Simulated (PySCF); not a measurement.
A calculated (MN15, PySCF 2.14, Sapporo-DKH3-DZP-2012, scalar relativity by spin-free X2C-1e) atom or ion has these occupied shells.

| shell | electrons | orbital energy (eV) | rms radius, mean of both spins (bohr) |
| --- | --- | --- | --- |
| 1s β | 1 | -8867.1 | 0.0601 |
| 1s α | 1 | -8867.0 | 0.0601 |
| 2s α | 1 | -1079.0 | 0.257 |
| 2s β | 1 | -1078.9 | 0.257 |
| 2p α | 3 | -948.11 | 0.228 |
| 2p β | 3 | -947.86 | 0.228 |
| 3s α | 1 | -140.81 | 0.776 |
| 3s β | 1 | -140.31 | 0.776 |
| 3p α | 3 | -101.89 | 0.813 |
| 3p β | 3 | -101.02 | 0.813 |
| 3d α | 5 | -34.090 | 1.06 |
| 3d β | 4 | -32.997 | 1.06 |

Problem. Name the element and its charge.

Solution. Cu²⁺ (copper, charge +2), in [Ar] 3d9, 2D determinant.
